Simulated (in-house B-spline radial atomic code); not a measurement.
Relativistic effects in the xenon ion Xe⁵¹⁺, [He] 2s1: non-relativistic Hartree-Fock (point nucleus) against Dirac-Hartree-Fock (Fermi nucleus of rms radius 4.7859 fm), both averages of the configuration, computed with a radial B-spline atomic code at the basis-set limit.

| orbital | ε NR (Eh) | ε Dirac (Eh) | <r> NR (bohr) | <r> Dirac (bohr) | change of <r> (%) |
| --- | --- | --- | --- | --- | --- |
| 1s1/2 | -1413.9 | -1472.4 | 0.02798 | 0.02649 | -5.3 |
| 2s1/2 | -343.26 | ? | 0.1137 | ? | ? |

Task: What happens to 2s1/2?

Result: Its energy goes to -360.96 hartree and <r> to 0.1073 bohr (-5.67 %).

Task: What explains the pattern of contraction and expansion?

Result: The s and p1/2 orbitals contract directly, as their density near the nucleus moves at relativistic speed. Nothing expands appreciably in this ion.

Task: By how much does the total energy change?

Result: By -138.28 hartree, from -3225.624 to -3363.905.
